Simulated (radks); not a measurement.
Task: Species: Pb II. Configuration: [Xe] 4f14 5d10 6s1 6p2 (not the ground configuration). Calculated with a radial shooting solver on a logarithmic mesh with Libxc functionals: Dirac Kohn-Sham, PBE, spin-unpolarised, spherical densities, point nucleus; open shells fill j = l - 1/2 first. Some entries of the table are withheld. Estimate them.

orbital,occ.,eigenvalue (hartree),<r> (bohr),<r^2> (bohr^2)
1s1/2,2,-3233.575,0.01604,0.0003571
2s1/2,2,-578.0959,0.06689,0.005362
2p1/2,2,-555.0913,0.05487,0.003774
2p3/2,4,-474.6118,0.06380,0.004957
3s1/2,2,-138.9912,0.1739,0.03475
3p1/2,2,-128.6285,0.1644,0.03158
3p3/2,4,-110.6716,0.1807,0.03792
3d3/2,4,-93.67562,0.1570,0.02892
3d5/2,6,-89.85549,0.1619,0.03064
4s1/2,2,-31.70883,0.3840,0.1666
4p1/2,2,-27.22640,0.3853,0.1691
4p3/2,4,-22.83100,0.4198,0.2003
4d3/2,4,-15.54052,0.4246,0.2083
4d5/2,6,-14.72040,0.4356,0.2191
5s1/2,2,-5.59523,0.8543,0.8179
4f5/2,6,-5.28413,0.4508,0.2435
4f7/2,8,-5.09926,0.4571,0.2503
5p1/2,2,-4.06744,0.9128,(1)
5p3/2,4,-3.24621,1.004,(2)
5d3/2,4,(3),1.271,1.875
5d5/2,6,(4),1.317,2.019
6s1/2,1,-0.72232,2.235,5.636
6p1/2,2,-0.42584,2.741,8.568
6p3/2,0,-0.35575,3.079,10.80

Result: 
(1) 5p1/2 <r^2> (bohr^2): 0.9397
(2) 5p3/2 <r^2> (bohr^2): 1.139
(3) 5d3/2 eigenvalue (hartree): -1.14351
(4) 5d5/2 eigenvalue (hartree): -1.04775
